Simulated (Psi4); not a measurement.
C4H5 (SMILES C1[C@-]2C[C@H]12), charge -1, singlet, geometry from GFN2-xTB (a gas-phase anion, which may not be bound at this level), with bond 9-4 at 1.3 times its length. Base run: M06-2X/cc-pVDZ run with Psi4.

Here is a job for Psi4.
```
memory 2 GB

molecule mol {
-1 1
  C     0.018388    1.092612    0.317932
  C     0.043221   -1.098873    0.292968
  C     0.863642    0.014546   -0.417822
  C    -0.646975   -0.002427   -0.430534
  H    -0.115419    1.126840    1.415201
  H    -0.006769    2.101571   -0.114359
  H    -0.089492   -1.161107    1.389138
  H     0.040819   -2.098035   -0.162198
  H    -1.754350   -0.005016   -1.304792
}

set basis cc-pvdz
set reference rks

energy('m06-2x')
print_variables()
```

The base run was repeated with changes; each row names its change, and settings that it needs were set with it.

| change | ΔE vs base (mEh) | SCF cycles | grid points | basis functions |
|---|---|---|---|---|
| base | 0.000 | 9 | 193020 | 81 |
| scf_initial_accelerator = ediis | 0.000 | 9 | 193020 | 81 |
| cholesky_tolerance = 1e-3 (with scf_type cd) | 0.081 | 9 | 193020 | 81 |
| d_convergence = 1e-10 | 0.000 | 15 | 193020 | 81 |
| dft_radial_points = 50 | -0.008 | 9 | 130657 | 81 |
| dft_basis_tolerance = 1e-8 | 0.000 | 9 | 191223 | 81 |
| scf_type = pk | -0.076 | 9 | 193020 | 81 |
| d_convergence = 1e-4 | 0.000 | 8 | 193020 | 81 |
| damping_percentage = 50 | -0.012 | 50 | 193020 | 81 |
| damping_percentage = 20 | 0.000 | 19 | 193020 | 81 |
| dft_pruning_scheme = robust | -0.001 | 9 | 132428 | 81 |
| guess = core | 0.000 | 12 | 193020 | 81 |
| dft_spherical_points = 194 | -0.079 | 9 | 124096 | 81 |

A gas-phase anion may not be bound at this level; its values then depend on the basis.
